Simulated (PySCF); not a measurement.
CH₁₁NOSi₃.
SMILES with atom numbers: `[NH2:1][SiH2:2][O:3][SiH2:4][CH2:5][SiH3:6]` (hydrogens: H7, H8 on N1; H9, H10 on Si2; H11, H12 on Si4; H13, H14 on C5; H15, H16, H17 on Si6)

Theory: PBE0-D3(BJ)/def2-SVP geometry optimisation, gas phase in PySCF.

List the bond lengths, angles and torsions at this level.

| bond | length (pm) |
| --- | --- |
| N1–Si2 | 171.6 |
| Si2–O3 | 166.2 |
| O3–Si4 | 165.1 |
| Si4–C5 | 187.4 |
| C5–Si6 | 188.2 |
| N1–H7, N1–H8 | 101.4 |
| Si2–H9, Si2–H10 | 149.0 |
| Si4–H11, Si4–H12 | 149.5 |
| C5–H13, C5–H14 | 110.4 |
| Si6–H15, Si6–H16, Si6–H17 | 149.6 |

Bonds in one row agree within 1 pm and their mean is given. A selection of angles:
| angle | degrees |
| --- | --- |
| Si2–N1–H7 | 120.5 |
| Si2–N1–H8 | 120.3 |
| H7–N1–H8 | 111.0 |
| N1–Si2–O3 | 114.4 |
| N1–Si2–H9 | 107.3 |
| O3–Si2–H9 | 107.8 |
| H9–Si2–H10 | 112.4 |
| Si2–O3–Si4 | 157.0 |
| O3–Si4–C5 | 110.9 |
| O3–Si4–H11 | 109.2 |
| C5–Si4–H11 | 109.2 |
| H11–Si4–H12 | 108.7 |
| Si4–C5–Si6 | 115.1 |
| Si4–C5–H13 | 108.0 |
| Si4–C5–H14 | 109.3 |
| Si6–C5–H13 | 108.7 |
| H13–C5–H14 | 106.9 |
| C5–Si6–H15 | 110.5 |
| C5–Si6–H16 | 111.1 |
| H15–Si6–H16 | 108.1 |
| H16–Si6–H17 | 108.5 |

Dihedral angles: N1–Si2–O3–Si4 162° (antiperiplanar); Si2–O3–Si4–C5 -5° (synperiplanar); O3–Si4–C5–Si6 54° (synclinal). The mirror-image conformer, all signs reversed, is as good.

Si6 (SiH3 silicon) is tetrahedral (angles from 108.1° to 111.1°). N1 (silicon-bound nitrogen) has angles 120.5°, 120.3° and 111.0°, sum 351.8°, 0.20 Å off the plane of its three neighbours. Of the pairs four or more bonds apart, Si2···H15 is among the closest relative to their van der Waals radii: 3.21 Å, 97 % of the sum of Bondi's values. Si4 (oxygen-bound silicon) is tetrahedral (angles from 108.7° to 110.9°). O3 (siloxane oxygen) is bent (angle 157.0°). Si2 (oxygen-bound silicon) is distorted tetrahedral (angles from 107.3° to 114.4°).

Point group: C1 (no symmetry element, even within 0.4 Å). No PBE0-D3(BJ)/def2-SVP frequencies stand behind this structure, so it isn't proved a minimum. The numbers are those of one conformer (H–N1–Si2–O3 -73° and 73°, N1–Si2–O3–Si4 162°, Si2–O3–Si4–C5 -5°, O3–Si4–C5–Si6 54°).
